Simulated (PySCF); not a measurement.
Computed with PBE-D3(BJ)/def2-TZVP // PBE0-D4/def2-TZVP (PySCF). All species are isolated molecules in the gas phase. One relaxed conformer stands for a flexible species; it need not be the lowest. Excitations are Tamm–Dancoff values on a coarser integration grid. The basis has no diffuse functions, so Rydberg states are missing or too high.

Reference species (SMILES): `[F][Ga]([F])[F]` (neutral, multiplicity 1).

| Property | Result |
|---|---|
| S1 oscillator strength | 0.000 |
| T1 excitation (TDA) | 6.11 eV |

Changed species: `[NH2][Ga]([NH2])[F]` (2 of 3 F replaced by NH2; the reference has 0 of 3 F replaced by NH2).

Problem. Give the shifts of the S1 oscillator strength and T1 excitation (TDA).

Solution. the S1 oscillator strength stays essentially unchanged; the T1 excitation (TDA) decreases by 1.67 eV, to 4.44 eV.
